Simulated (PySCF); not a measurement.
From one molecule to another.

First species: C₅H₁₄P₂.
InChI=1S/C5H14P2/c1-3-7(2)5-4-6/h3-6H2,1-2H3

Second species: C5H14P2.
Atom-mapped SMILES: `[CH3:1][P:2]([PH2:3])[C:4]([CH3:5])([CH3:6])[CH3:7]` (hydrogens: H8, H9, H10 on C1; H11, H12 on P3; H13, H14, H15 on C5; H16, H17, H18 on C6; H19, H20, H21 on C7)

Structure used (GFN2-xTB), in Å, numbered top down from 1:
```
atom  x, y, z in Å
C1     1.1966    1.9328   -0.3909
P2     1.0975    0.1232   -0.7946
P3     2.3459   -0.5873    0.8381
C4    -0.6079   -0.3341   -0.0999
C5    -0.6173   -1.8553    0.0585
C6    -0.9316    0.3214    1.2388
C7    -1.6445    0.0721   -1.1485
H8     1.1617    2.1197    0.6807
H9     0.3834    2.4584   -0.8876
H10    2.1394    2.3087   -0.7889
H11    3.4769    0.0114    0.2860
H12    2.6275   -1.7983    0.2122
H13    0.0670   -2.1585    0.8526
H14   -1.6160   -2.2067    0.3151
H15   -0.3085   -2.3383   -0.8684
H16   -1.8613   -0.0915    1.6295
H17   -0.1416    0.1279    1.9652
H18   -1.0599    1.3964    1.1343
H19   -1.4360   -0.4174   -2.0981
H20   -2.6435   -0.2163   -0.8243
H21   -1.6367    1.1486   -1.3102
```

Levels: PBE0/pcSseg-1 for dipole moment, HOMO energy, LUMO energy and HOMO–LUMO gap; GFN2-xTB for rotational constant A and rotational constant C. Geometries: GFN2-xTB. Each species is one conformer at its optimised geometry, gas phase, non-relativistic unless stated; the electronic structure was computed with PySCF and density fitting.

Dipoles, sizes and rotational constants follow the conformer. The torsions of the flexible species, by atom-mapped SMILES:
- `[CH3:1][CH2:2][P:3]([CH3:4])[CH2:5][CH2:6][PH2:7]`: C1–C2–P3–C4 -77°, C2–P3–C5–C6 -80°, P3–C5–C6–P7 -178°, H–P7–C6–C5 168°, H–P7–C6–C5 75°
- `[CH3:1][P:2]([PH2:3])[C:4]([CH3:5])([CH3:6])[CH3:7]`: C1–P2–C4–C5 -161°, H–P3–P2–C1 -68°, H–P3–P2–C1 -159°

Values for the first species:

- Dipole moment: 0.74 D
- HOMO energy: -6.59 eV
- LUMO energy: 0.52 eV
- HOMO–LUMO gap: 7.11 eV
- Rotational constant A: 3.392 GHz
- Rotational constant C: 0.624 GHz

Estimate the same properties for the second species, and the change in each.

```tsv
property	first	second	second less first
dipole moment	0.74 D	0.84 D	+0.10 D
HOMO energy	-6.59 eV	-6.19 eV	+0.40 eV
LUMO energy	0.52 eV	0.36 eV	-0.16 eV
HOMO–LUMO gap	7.11 eV	6.55 eV	-0.56 eV
rotational constant A	3.392 GHz	2.264 GHz	-1.128 GHz
rotational constant C	0.624 GHz	1.150 GHz	+0.526 GHz
```

On the first: A dipole of 0.74 D is allowed in C1, and pure rotational transitions are dipole-allowed. In atomic units the dipole is 0.29 e·bohr (1 au = 2.5417 D).

On the second: The dipole equals about 2.8 × 10⁻³⁰ C·m (1 D = 3.33564 × 10⁻³⁰ C·m).
